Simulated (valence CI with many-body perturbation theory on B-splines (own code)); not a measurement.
## Ir46+: electric-dipole lines

Computed by valence CI with perturbative core correlation (CI+MBPT): three valence electrons over a frozen Dirac-Fock core [Ar] 3d10, a basis of 11 s, 11 p, 10 d, 8 f, 5 g, 2 h functions for each j, with the one-electron correlation potential Σ1 (screened to all orders), the two-electron term Σ2, the three-electron term Σ3, Breit, model QED; selected single and double excitations, second order for the rest, scaled by the run's own slope (own B-spline code, finite nucleus).

No measured spectrum was set against this ion. As an estimate, large intervals hold to a few tenths of a per cent, small ones and those within an open d or f shell to about a per cent.

Lines 151 to 200 of 558 in falling wavelength, among levels below 7430.6 × 10³ cm⁻¹, chosen from the strongest by gf and those to the six lowest levels. Wavelengths and rates use the calculated energies. Electric multipoles are in the length gauge, E1 and E2 with the static RPA response of the core. Weak lines are less certain than strong ones. Lines between different terms over intervals too small for the method are left out, as are lines whose strength nearly cancels. Where a level lies close to another of its J and parity, the split of strength between their lines is uncertain. The highest levels of a list are the least certain.

Levels are named by their leading jj configuration (3d3/2^4 stands for four electrons in 3d with j = 3/2), which in mixed levels can hold well under half, so a name can repeat and another be missing. Letters in brackets count levels of one name in rising energy.

```csv
λ vac (Å),Upper,Lower,A (s⁻¹),S (a.u.) with core polarisation,S without
63.89,(4s 4p3/2 4f7/2) J=9/2 [b],(4s 4p3/2 4d5/2) J=7/2 [a],2.16e+11,2.79e-01,2.93e-01
63.88,(4s 4d3/2 4d5/2) J=5/2 [a],(4s 4p3/2 4d3/2) J=3/2 [a],1.06e+11,8.18e-02,8.65e-02
63.85,(4s 4d5/2^2) J=5/2,(4s 4p3/2 4d5/2) J=3/2 [a],1.43e+11,1.10e-01,1.16e-01
63.71,(4p1/2 4d5/2^2) J=7/2,(4p1/2 4p3/2 4d5/2) J=7/2 [b],6.98e+10,7.13e-02,7.53e-02
63.70,(4s 4p1/2 4d5/2) J=7/2,(4s 4p1/2 4p3/2) J=5/2,2.72e+11,2.78e-01,2.93e-01
63.69,(4s 4d5/2 4f5/2) J=3/2 [a],(4s 4p3/2 4f5/2) J=1/2 [b],1.65e+11,8.44e-02,8.89e-02
63.65,(4s 4d3/2 4f7/2) J=7/2 [b],(4s 4d3/2 4d5/2) J=7/2 [a],5.77e+10,5.87e-02,6.18e-02
63.63,(4s 4p3/2 4d5/2) J=1/2,(4s 4p3/2^2) J=1/2,5.00e+11,1.27e-01,1.34e-01
63.62,(4s 4p3/2 4f5/2) J=3/2 [a],(4s 4p3/2 4d3/2) J=3/2 [b],1.19e+11,6.05e-02,6.38e-02
63.58,(4s 4d5/2 4f5/2) J=11/2,(4s 4p3/2 4f7/2) J=9/2 [a],3.95e+10,6.01e-02,6.33e-02
63.32,(4s 4p3/2 4f7/2) J=11/2,(4s 4p3/2 4d5/2) J=9/2,3.28e+11,4.93e-01,5.18e-01
63.30,(4s 4p3/2 4f5/2) J=7/2 [b],(4s 4p3/2 4d3/2) J=5/2 [b],1.44e+11,1.45e-01,1.52e-01
63.25,(4s 4d5/2 4f5/2) J=5/2 [b],(4s 4p3/2 4f5/2) J=3/2 [a],9.57e+10,7.17e-02,7.56e-02
63.18,(4s 4p3/2 4d3/2) J=7/2,(4s^2 4d5/2) J=5/2,1.01e+11,1.00e-01,1.06e-01
63.09,(4s 4d5/2 4f5/2) J=7/2 [a],(4s 4d3/2 4d5/2) J=5/2 [b],1.31e+11,1.30e-01,1.37e-01
63.05,(4s 4d5/2 4f7/2) J=9/2,(4s 4p3/2 4f7/2) J=9/2 [a],3.31e+11,4.09e-01,4.31e-01
62.97,(4s 4d5/2 4f7/2) J=5/2,(4s 4p3/2 4f7/2) J=5/2 [a],1.33e+11,9.82e-02,1.04e-01
62.94,(4s 4d5/2 4f5/2) J=7/2 [b],(4s 4p3/2 4f5/2) J=7/2 [a],1.11e+11,1.10e-01,1.16e-01
62.93,(4p3/2^2 4d5/2) J=3/2,(4p3/2^3) J=3/2,7.48e+11,3.68e-01,3.89e-01
62.84,(4s 4d3/2 4d5/2) J=3/2 [a],(4s 4p3/2 4d3/2) J=1/2 [a],2.06e+11,1.01e-01,1.07e-01
62.83,(4p1/2 4p3/2 4d5/2) J=7/2 [b],(4p1/2 4p3/2^2) J=5/2,6.10e+11,5.97e-01,6.29e-01
62.82,(4s 4d3/2 4d5/2) J=3/2 [a],(4s 4p3/2 4d3/2) J=3/2 [a],1.20e+11,5.87e-02,6.18e-02
62.80,(4s 4d5/2 4f7/2) J=7/2,(4s 4p3/2 4f7/2) J=7/2 [a],1.20e+11,1.17e-01,1.23e-01
62.71,(4s 4p3/2 4d5/2) J=7/2 [a],(4s 4p3/2^2) J=5/2,1.89e+11,1.84e-01,1.94e-01
62.66,(4s 4p1/2 4d5/2) J=5/2 [a],(4s 4p1/2 4p3/2) J=3/2 [a],3.75e+11,2.73e-01,2.88e-01
62.65,(4p3/2 4d3/2^2) J=5/2,(4s 4p3/2 4f5/2) J=3/2 [a],1.14e+11,8.28e-02,8.73e-02
62.60,(4s 4p3/2 4f7/2) J=7/2 [b],(4s 4p3/2 4d5/2) J=5/2 [a],1.66e+11,1.60e-01,1.69e-01
62.58,(4s 4d5/2 4f5/2) J=3/2 [b],(4s 4p3/2 4f5/2) J=3/2 [a],1.16e+11,5.60e-02,5.90e-02
62.43,(4s 4d5/2 4f5/2) J=9/2 [a],(4s 4d3/2 4d5/2) J=7/2 [b],5.57e+10,6.69e-02,7.03e-02
62.35,(4s 4p3/2 4d5/2) J=3/2 [b],(4s 4p3/2^2) J=1/2,3.83e+11,1.83e-01,1.94e-01
62.29,(4s 4p1/2 4f5/2) J=5/2 [b],(4s 4p1/2 4d3/2) J=3/2 [b],8.54e+10,6.12e-02,6.41e-02
62.29,(4s 4p3/2 4d5/2) J=5/2 [b],(4s 4p3/2^2) J=3/2,7.79e+11,5.57e-01,5.88e-01
62.28,(4s 4d3/2 4d5/2) J=7/2 [b],(4s 4p3/2 4d3/2) J=5/2 [a],7.87e+10,7.51e-02,7.90e-02
62.23,(4s 4d5/2^2) J=5/2,(4s 4p3/2 4d5/2) J=5/2 [a],3.35e+11,2.39e-01,2.52e-01
62.18,(4s 4d5/2^2) J=9/2 [a],(4s 4p3/2 4d5/2) J=9/2,9.15e+10,1.09e-01,1.15e-01
62.18,(4p1/2 4p3/2 4f5/2) J=5/2 [b],(4p1/2 4p3/2 4d3/2) J=3/2 [b],2.75e+11,1.95e-01,2.06e-01
62.17,(4s 4d5/2 4f5/2) J=9/2 [b],(4s 4d5/2^2) J=9/2 [a],4.73e+10,5.62e-02,5.94e-02
62.14,(4p1/2 4p3/2 4d5/2) J=5/2 [b],(4p1/2 4p3/2^2) J=5/2,1.06e+11,7.56e-02,7.98e-02
62.06,(4p1/2 4p3/2 4d5/2) J=5/2 [b],(4p1/2 4p3/2^2) J=3/2,8.34e+11,5.90e-01,6.23e-01
62.03,(4s 4d5/2^2) J=9/2 [b],(4s 4p3/2 4d5/2) J=7/2 [a],4.31e+11,5.08e-01,5.35e-01
61.96,(4p1/2 4p3/2 4f5/2) J=3/2 [b],(4p1/2 4p3/2 4d3/2) J=1/2 [b],1.73e+11,8.11e-02,8.54e-02
61.94,(4p1/2 4p3/2 4f7/2) J=7/2 [b],(4p1/2 4p3/2 4d3/2) J=5/2 [b],2.02e+11,1.90e-01,2.00e-01
61.91,(4s 4p3/2 4f7/2) J=5/2 [a],(4s 4p3/2 4d3/2) J=3/2 [b],1.55e+11,1.09e-01,1.15e-01
61.88,(4s 4d5/2 4f7/2) J=11/2,(4s 4p3/2 4f7/2) J=9/2 [a],9.87e+10,1.38e-01,1.47e-01
61.80,(4s 4p1/2 4d5/2) J=5/2 [b],(4s 4p1/2 4p3/2) J=5/2,1.22e+11,8.52e-02,9.00e-02
61.68,(4p3/2^2 4d5/2) J=5/2 [b],(4p3/2^3) J=3/2,1.08e+12,7.51e-01,7.93e-01
61.50,(4p3/2^2 4d3/2) J=7/2,(4s 4p3/2 4d5/2) J=5/2 [b],1.01e+11,9.28e-02,9.79e-02
61.50,(4s 4p1/2 4f5/2) J=3/2,(4s 4p1/2 4d3/2) J=1/2,1.73e+11,7.97e-02,8.38e-02
61.48,(4s 4p1/2 4d5/2) J=3/2,(4s 4p1/2 4p3/2) J=5/2,3.19e+10,1.46e-02,1.55e-02
61.43,(4s 4d3/2 4f5/2) J=7/2 [b],(4s 4d3/2^2) J=5/2,8.45e+10,7.73e-02,8.09e-02
```
